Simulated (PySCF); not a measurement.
Compound: BF₃.
SMILES: `FB(F)F`

The calculation used PySCF 2.14.0, PBE0-D3(BJ)/def2-TZVP geometry optimisation, gas phase.

Take the most abundant isotopes and a rigid rotor. 

Problem. What are A, B and C (MHz)?

Solution. Ia = 48.94, Ib = 49.02, Ic = 97.96 u·Å²; 505379 MHz·u·Å²/I gives A = 10327, B = 10309, C = 5159 MHz.

Problem. Classify the top.

Solution. An oblate symmetric top, as the point group D3h requires two equal moments; the computed ones differ by 0.17 % because the geometry is symmetric only within the optimiser's tolerance; Ray's κ = 0.993.

Problem. What does the inertial defect say?

Solution. Planar: Δ = Ic − Ia − Ib = 0.00 u·Å². For a rigid frame Δ = −2 Σ m c², so it vanishes when all atoms lie in the ab plane; here none is more than 0.01 Å from it.

The point group D3h allows no dipole (computed: 0.00 D), so a rigid rotor has no electric-dipole lines.

Problem. Estimate the classical rotational partition function at 25 K, 100 K and 200 K.

Solution. Point group D3h, symmetry number σ = 6; q = (√π/σ)·√((kT/h)³/(ABC)), k/h = 20836.6 MHz/K: 150 at 25 K, 1200 at 100 K, 3390 at 200 K.

Not checked by PBE0-D3(BJ)/def2-TZVP frequencies. These are rigid-rotor constants of the computed structure; measured ground-state constants (B0) also hold zero-point vibration.

Hardware: one thread, AMD EPYC 9R45 (x86_64), shared host with 192 logical CPUs at a one-minute load of 60. Cost: 10 s wall, 0.47 GiB resident at most. That covers the optimisation of the geometry.
